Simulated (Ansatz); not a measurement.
Total energies of SnF4 from Ansatz at r2SCAN-D4/def2-TZVP, gas phase (1 Eh = 27.2114 eV = 2625.5 kJ/mol). The reference geometry is relaxed at r2SCAN-D4/def2-SVP.

```xyz
5

Sn    0.000    0.000    0.000
F    -0.991   -1.321   -0.956
F     1.743    0.160   -0.759
F     0.149   -0.517    1.830
F    -0.901    1.678   -0.116
```

```csv
state,geometry,energy (Eh)
charge 0 singlet,reference,-613.89567
charge 1 doublet,reference,-613.37976
free Sn atom (triplet),–,-214.33064
free F atom (doublet),–,-99.72763
```

In the def2 sets Sn takes a core potential; there is no spin–orbit coupling.

(1) Work out the vertical ionisation energy to the doublet.

(2) What is the binding energy per atom against free atoms?

(1) E(charge 1 doublet) − E(charge 0 singlet) = -613.37976 − (-613.89567) = 0.51591 Eh = 14.04 eV. For comparison, −ε of the highest occupied level is 10.76 eV at this level, 3.28 eV less.

(2) Atoms: 1 × (-214.33064) + 4 × (-99.72763) = -613.24116 Eh. Binding: -613.24116 − (-613.89567) = 0.65451 Eh = 17.81 eV, or 3.56 eV for each of 5 atoms (no zero-point energy, no counterpoise term).
